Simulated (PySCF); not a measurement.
Oscillator strengths, rates and cross-sections

C7H5FO2.
Cartesian coordinates in Å at the GFN2-xTB level; atoms count from 1:
```xyz
15
C7H5FO2 angstrom
O      3.2009    1.2097    0.2879
C      2.5673    0.2688   -0.0590
F      3.2362   -0.8226   -0.5534
C      1.1245    0.0725   -0.0458
C      0.5235   -1.1011   -0.5100
C     -0.8448   -1.2381   -0.4771
C     -1.6415   -0.2040    0.0194
O     -2.9772   -0.3830    0.0333
C     -1.0445    0.9694    0.4827
C      0.3247    1.1053    0.4508
H      1.1370   -1.9004   -0.8954
H     -1.3263   -2.1360   -0.8298
H     -3.4218    0.3928    0.3989
H     -1.6626    1.7689    0.8682
H      0.8002    2.0060    0.8074
```

Method used: TDDFT CAM-B3LYP/def2-SVPD, vertical, gas phase, core orbitals frozen in the response in PySCF 2.14.0, density-fitted response routines.

Computed singlets with f of 0.002 or more:

| state | λ (nm) | f |
| --- | --- | --- |
| S2 | 236.5 | 0.350 |
| S4 | 196.1 | 0.260 |
| S6 | 178.6 | 0.562 |

Q: Turn these into Einstein A coefficients, radiative lifetimes, transition dipoles and integrated cross-sections.

A: A / s⁻¹ = 0.6670 f (ν̃ / cm⁻¹)² and τ = 1/A in vacuum; |μ| follows from f = (2/3) ΔE |μ|² (atomic units, 1 au = 2.5417 D); ∫σ dE = 109.76 f Mb·eV.

| state | A (s⁻¹) | τ | \|μ\| (D) | ∫σ dE (Mb·eV) |
| --- | --- | --- | --- | --- |
| S2 | 4.2×10⁸ | 2.4 ns | 4.20 | 38 |
| S4 | 4.5×10⁸ | 2.2 ns | 3.30 | 29 |
| S6 | 1.2×10⁹ | 850 ps | 4.62 | 62 |

Leading configurations: S2 H→L (92%); S4 H-1→L (52%); S6 H-1→L+1 (87%) (H = HOMO, L = LUMO).

The rates are for emission to S0 at the absorption energy, with no other channel.

Q: How much energy does a mole of photons resonant with S6 carry?

A: 6.941 eV × 96.485 = 670 kJ/mol (160 kcal/mol).

Q: Suppose S2 emitted 0.3 eV lower with the same transition dipole. How would A change?

A: At fixed |μ|, A goes as the cube of the energy: (4.94/5.24)³ = 0.84, which makes τ about 2.9 ns.

Q: What is the integrated cross-section of all computed states together?

A: Σf = 1.174 over S1 to S8, so 109.76 × Σf ≈ 129 Mb·eV.

One conformer stands for the species.
